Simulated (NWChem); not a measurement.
System meant: SnF4; SMILES [F][Sn]([F])([F])[F]

The following NWChem deck was run.

```
start job
memory heap 200 mb stack 900 mb global 1100 mb
geometry units angstroms noautoz
  F     -0.948826    -1.496262    -0.693764
  Sn    -0.000331    -0.000184     0.000126
  F     -1.140883     1.522399     0.011524
  F      0.573302    -0.378543     1.774130
  F      1.516771     0.352593    -1.092004
end
basis spherical
  F library def2-svp
  Sn library def2-svp
end
ecp
  Sn library def2-ecp
end
dft
  xc b3lyp
  iterations 4
  mulliken
end
task dft energy
```

End of the output:

```
    Atom       Charge   Shell Charges
 -----------   ------   -------------------------------------------------------
    1 F    9     9.26   1.98  1.04  0.80  3.19  2.25  0.00
    2 Sn  22    20.95   1.17  0.75  0.65  0.25  3.01  2.83  1.06  0.50  9.53  1.21
    3 F    9     9.26   1.98  1.04  0.80  3.19  2.25  0.00
    4 F    9     9.26   1.98  1.04  0.80  3.19  2.25  0.00
    5 F    9     9.26   1.98  1.04  0.80  3.19  2.25  0.00

 center of mass
 --------------
 x =  -0.00001449 y =   0.00001604 z =   0.00001346

 moments of inertia (a.u.)
 ------------------
         654.859863873213          -0.000000000000           0.000000000000
          -0.000000000000         654.209269395131           0.000000000000
           0.000000000000           0.000000000000         655.262957688791

     Multipole analysis of the density
     ---------------------------------

     L   x y z        total         alpha         beta         nuclear
     -   - - -        -----         -----         ----         -------
     0   0 0 0     -0.000000    -29.000000    -29.000000     58.000000

     1   1 0 0     -0.000976     -0.003671     -0.003671      0.006366
     1   0 1 0      0.001103      0.004075      0.004075     -0.007048
     1   0 0 1      0.000845      0.003380      0.003380     -0.005916

     2   2 0 0    -34.095016    -94.573921    -94.573921    155.052826
     2   1 1 0     -0.000136     -0.000069     -0.000069      0.000002
     2   1 0 1      0.000207      0.000102      0.000102      0.000002
     2   0 2 0    -34.108725    -94.734876    -94.734876    155.361027
     2   0 1 1     -0.000146     -0.000072     -0.000072     -0.000002
     2   0 0 2    -34.087016    -94.474443    -94.474443    154.861871

 ------------------------------------------------------------------------
 dft energy failed                                                                                  0
 ------------------------------------------------------------------------
 ------------------------------------------------------------------------
  current input line :
    22: task dft energy
 ------------------------------------------------------------------------
 ------------------------------------------------------------------------
 This type of error is most commonly associated with calculations not reaching convergence criteria
 ------------------------------------------------------------------------
 For more information see the NWChem manual at https://nwchemgit.github.io

0:dft energy failed:Received an Error in Communication
```

Task: Can this run be used? If not, why, and what is the fix?

Result: The run did not converge; its last values are not results. Cause: the SCF was allowed too few iterations. This input runs:
```
start job
memory heap 200 mb stack 900 mb global 1100 mb
geometry units angstroms noautoz
  F     -0.948826    -1.496262    -0.693764
  Sn    -0.000331    -0.000184     0.000126
  F     -1.140883     1.522399     0.011524
  F      0.573302    -0.378543     1.774130
  F      1.516771     0.352593    -1.092004
end
basis spherical
  * library def2-svp
end
ecp
  Sn library def2-ecp
end
dft
  xc b3lyp
  iterations 150
  mulliken
end
task dft energy
```
It converges to -613.49826 Ha (B3LYP/def2-SVP with def2 effective core potentials on Sn).
